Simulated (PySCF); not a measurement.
## Ionising HgC

PBE; PySCF, scalar-relativistic core potentials, basis sets Hg def2-SVPD with ECP60, C def2-SVPD. Neutral (UKS): triplet (π ↑↑), Re = 2.139 Å, ωe = 401 cm⁻¹, De = 0.99 eV, HOMO -5.19 eV, LUMO -4.00 eV.

HgC⁺ (UKS): doublet (π ↑), Re = 2.155 Å, ωe = 405 cm⁻¹, De = 2.48 eV to Hg⁺ + C. The energies at the minima are -191.34000 hartree for HgC and -191.01051 for HgC⁺.

Question: Work out the adiabatic ionisation energy, without and with harmonic zero-point energies (1 hartree = 27.2114 eV, 1 eV = 8065.5 cm⁻¹), and the change of the bond length.

Answer: At PBE: 0.32949 hartree = 8.966 eV between the minima; the zero-point term (405.0 − 401.0)/2 cm⁻¹ = +0.000 eV makes it 8.966 eV. Re changes by +1.6 pm against the neutral. The electron leaves a π orbital, and the small change of length marks it as nearly non-bonding.

HgC⁻ (UKS): quartet (σ ↑, π ↑↑), Re = 2.338 Å, ωe = 271 cm⁻¹. The energies at the minima are -191.34000 hartree for HgC and -191.38114 for HgC⁻.

Question: Work out the adiabatic electron affinity, without and with harmonic zero-point energies (1 hartree = 27.2114 eV, 1 eV = 8065.5 cm⁻¹), and the change of the bond length.

Answer: At PBE: 0.04114 hartree = 1.119 eV between the minima; the zero-point term (401.0 − 271.0)/2 cm⁻¹ = +0.008 eV makes it 1.128 eV. Re changes by +19.9 pm against the neutral. The electron enters a σ orbital, and the longer bond of the ion fits an antibonding orbital, or a change in how ionic the bond is.

Spin–orbit coupling is left out, which matters for elements this heavy, above all for dissociation energies. For an ion De counts to the pair picked by the measured ionisation energies or electron affinities, which need not be the lowest pair at this level. The highest Kohn–Sham level is positive in this anion. Much of that is self-interaction error, but it also means that the finite basis helps to hold the extra electron. States were picked by a PBE0 search and need not be the measured ground states.
